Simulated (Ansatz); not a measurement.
`[NH2][Al]([F])[Cl]` + H₂ → `[NH2][AlH][Cl]` + H–F at 600 K and 1 bar (hydrogenolysis of the Al–F bond).

Gas-phase electronic energies from Ansatz, PBE0-D4/def2-TZVP geometries. CCSD(T)/CBS is the MP2 limit (def2-TZVPP, def2-QZVPP) plus CCSD(T) − MP2 in def2-TZVPP, frozen cores. This one scheme is used for every species. One conformer a species, not always the lowest.

```tsv
species	CCSD(T)/CBS energy (Eh)	H − E (kJ/mol)	S (J/(mol·K))
`[NH2][Al]([F])[Cl]`	-857.68991	124.6	381.7
H₂	-1.17544	43.9	150.8
`[NH2][AlH][Cl]`	-758.40905	131.1	353.8
H–F	-100.39570	42.3	194.0
```

H − E and S are ideal-gas, rigid-rotor, harmonic terms from PBE0-D4/def2-TZVP, for one conformer and one mirror image of each species. The MP2-based limit puts H₂ 0.8 mEh under its directly extrapolated value; such offsets cancel only in part. 1 Eh = 2625.50 kJ/mol, R = 8.31446 J/(mol·K).

Problem. By hand: ΔE, ΔH, ΔS and ΔG.

Solution. ΔE = (-758.40905) + (-100.39570) − (-857.68991) − (-1.17544) = 0.06060 Eh = 159.1 kJ/mol. Δ(H − E) = 131.1 + 42.3 − 124.6 − 43.9 = 4.9, so ΔH = 164.0 kJ/mol. ΔS = 353.8 + 194.0 − 381.7 − 150.8 = 15.3 J/(mol·K). ΔG = 164.0 − 600 × (15.3)/1000 = 154.8 kJ/mol.

Problem. By hand: the equilibrium constant, and the temperature at which ΔG would vanish if ΔH and ΔS stayed fixed.

Solution. log₁₀ K = −ΔG/(RT ln 10) = -13.5. ΔG = 0 at ΔH/ΔS = 10719 K, far beyond where these terms or the molecules hold.

ΔH outweighs TΔS. A doubt of 5 kJ/mol in ΔE shifts log₁₀ K by 0.4 here. Other conformers and mirror images would add mixing entropy, several J/(mol·K) or more a flexible species. These are equilibria of isolated gas molecules and say nothing of rates. Largest T1 diagnostic: 0.010 (customary marks: 0.02 for closed shells, 0.045 for open ones).
